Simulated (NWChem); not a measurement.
Molecule: C2H8OSi; SMILES CCO[SiH3]

```xyz
12

Si     0.0380     1.6444    -0.0016
O      0.4396     0.0300     0.0012
C     -0.5005    -1.0184     0.0008
C      0.2229    -2.3446     0.0013
H     -0.7653     1.9972    -1.2157
H     -0.7682     2.0009     1.2095
H      1.3187     2.4008    -0.0011
H     -1.1589    -0.9456     0.8891
H     -1.1580    -0.9458    -0.8883
H      0.8614    -2.4338     0.8927
H     -0.4941    -3.1795    -0.0007
H      0.8647    -2.4325    -0.8879
```
Atoms are numbered in this order, from 1.

Computed with NWChem. Pople sets run with spherical d functions. Coordinates come from a PBE0/def2-SVP optimisation. GIAO values for the isolated, static molecule; σ is the absolute isotropic shielding, δ = σ(reference) − σ with the isolated reference molecule computed at the same levels (13C: tetramethylsilane, 1H: tetramethylsilane, 17O: water, 29Si: tetramethylsilane).

For level B3LYP/6-31G*:

| Property | Result |
|---|---|
| δ Si1 (ppm) | -10.5 |
| δ O2 (ppm) | 14.4 |
| δ C3 (ppm) | 59.5 |
| δ C4 (ppm) | 19.1 |
| δ H10 (rotor mean) (ppm) | 1.16 |

Task: How do the values read with level B3LYP/6-311G** instead?

Result: 
| Quantity | Value |
|---|---|
| δ Si1 (ppm) | -36.3 |
| δ O2 (ppm) | 36.6 |
| δ C3 (ppm) | 64.5 |
| δ C4 (ppm) | 20.5 |
| δ H10 (rotor mean) (ppm) | 1.29 |
